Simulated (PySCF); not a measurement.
## Electric field gradients and quadrupole coupling constants

C5H5NOSi.
Numbering: `[NH2:1][SiH2:2][C:3]#[C:4][C:5]#[C:6][CH:7]=[O:8]` (hydrogens: H9, H10 on N1; H11, H12 on Si2; H13 on C7)

Cartesian coordinates in Å at the GFN2-xTB level; atoms count from 1:
```xyz
13
C5H5NOSi angstrom
N     -2.7609   -0.7817    2.2188
Si    -2.5559    0.2771    0.8797
C     -0.8416    0.2720    0.1508
C      0.2886    0.2418   -0.2963
C      1.5439    0.2092   -0.7965
C      2.6708    0.1862   -1.2523
C      3.9841    0.1638   -1.7858
O      4.9006   -0.5071   -1.3835
H     -2.3234   -0.5643    3.0995
H     -2.7591   -1.7781    2.0726
H     -2.7953    1.6293    1.3797
H     -3.4553   -0.2000   -0.1687
H      4.0992    0.8524   -2.6501
```

Field gradients from the PBE0/pcSseg-1 density (PySCF, non-relativistic), principal values in atomic units, ordered |Vxx| ≤ |Vyy| ≤ |Vzz|:

```
atom     Vxx     Vyy      Vzz
  N1  0.3351  0.5877  -0.9228
  O8  0.5260  1.6428  -2.1688
```

Problem. Find the asymmetry η = (Vxx − Vyy)/Vzz and the couplings χ = eQV/h (234.96 MHz × Q in barn × V in au), with Q(14N) = 0.02044 b, Q(17O) = −0.0256 b.

Solution. 
```json
{"atom": "N1", "environment": "silicon-bound nitrogen", "nucleus": "14N", "η": "0.27", "χzz (MHz)": "-4.432", "χxx (MHz)": "1.610", "χyy (MHz)": "2.823"}
{"atom": "O8", "environment": "aldehyde oxygen", "nucleus": "17O", "η": "0.51", "χzz (MHz)": "13.05", "χxx (MHz)": "-3.16", "χyy (MHz)": "-9.88"}
```

Problem. What is Vzz at N1 in SI units (1 au = 9.71736 × 10²¹ V/m²)?

Solution. -0.9228 au = -8.968 × 10²¹ V/m².

Were the hydrogens deuterons (Q(2H) = 0.00286 b), χzz would run from 108 kHz (H11 and H12) to 287 kHz (H10 and H9).

Geometry: GFN2-xTB, one conformer, isolated molecule. GFN2-xTB bond lengths can be off by several hundredths of an ångström, more for odd bonds, and the gradients follow them. A larger basis could move these couplings by a tenth or more.
